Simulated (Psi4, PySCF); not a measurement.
The PySCF input:
```python
from pyscf import gto, scf, dft

mol = gto.Mole()
mol.atom = '''
    O    -0.34180530    0.10102109   -1.68704513
    C    -0.13121664    0.04098022   -0.58326032
    S     0.27585043   -0.09473859    0.97470948
    H    -0.89186473    0.46176743    1.40057134
'''
mol.basis = 'def2-svp'
mol.charge = 1
mol.verbose = 3
mol.build()

mf = dft.RKS(mol)
mf.xc = 'camb3lyp'
mf.grids.atom_grid = (99, 590)
mf.grids.prune = None
mf.kernel()
```

Task: Write the same job for Psi4.

Result: Several could match; the one computed here: 
```
memory 2 GB

molecule mol {
1 1
O    -0.341805    0.101021   -1.687045
C    -0.131217    0.040980   -0.583260
S     0.275850   -0.094739    0.974709
H    -0.891865    0.461767    1.400571
}

set {
  basis def2-svp
  reference rks
  scf_type pk
  puream true
  d_convergence 1e-8
  dft_radial_points 99
  dft_spherical_points 590
}

energy('cam-b3lyp')
print_variables()
```

Both were run: PySCF gave -511.529265 Eh and Psi4 -511.529265 Eh, 0.000 mEh apart.
